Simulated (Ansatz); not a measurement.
Harmonic frequencies (cm⁻¹) at PBE0-D4/def2-TZVP from Ansatz: 185, 274, 471, 483, 632, 686, 855, 1990, 2704.

Each molecule was computed in one conformer, which needn't be the lowest.

Problem. Which molecule is it?
A. `C[Se][AlH][F]`
B. `[OH][Al]([F])[F]`
C. `[NH2][Al]([OH])[F]`
D. `[F][AlH][SH]`

Solution. D.
